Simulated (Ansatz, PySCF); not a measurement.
Ansatz (a first-principles code) was given this input:
Ansatz 0.2 input:
```yaml
crystal:
  periodic: [false, false, false]
  atoms:
    - {symbol: C, position_ang: [1.11701280, -0.45538201, 0.16584940]}
    - {symbol: C, position_ang: [0.08054857, 0.68537464, 0.06351505]}
    - {symbol: O, position_ang: [-1.26679294, 0.00053142, -0.21741353]}
    - {symbol: H, position_ang: [-1.54067912, -0.29799928, 0.65522787]}
    - {symbol: H, position_ang: [0.27418481, 1.16455386, -0.94448532]}
    - {symbol: H, position_ang: [2.12245125, -0.01877928, 0.23543440]}
    - {symbol: H, position_ang: [0.95379974, -1.03911597, 1.08571755]}
    - {symbol: H, position_ang: [1.13921864, -1.19286638, -0.66877288]}
basis:
  gaussian:
    orbitals: 6-311G__.json
hamiltonian:
  xc: pbe
total_charge: -1
accuracy: high
```
The basis file holds 6-311G** in the JSON format of the Basis Set Exchange.

Q: Convert this to an input for PySCF.

A: Several could match; the one computed here: 
```python
from pyscf import gto, scf, dft

mol = gto.Mole()
mol.atom = '''
    C     1.11701280   -0.45538201    0.16584940
    C     0.08054857    0.68537464    0.06351505
    O    -1.26679294    0.00053142   -0.21741353
    H    -1.54067912   -0.29799928    0.65522787
    H     0.27418481    1.16455386   -0.94448532
    H     2.12245125   -0.01877928    0.23543440
    H     0.95379974   -1.03911597    1.08571755
    H     1.13921864   -1.19286638   -0.66877288
'''
mol.basis = '6-311g**'
mol.charge = -1
mol.verbose = 4
mol.build()

mf = dft.RKS(mol)
mf.xc = 'pbe'
mf.grids.atom_grid = (99, 590)
mf.grids.prune = None
mf.kernel()
```

Both were run: Ansatz gave -154.195019 Eh and PySCF -154.195019 Eh, 0.000 mEh apart.
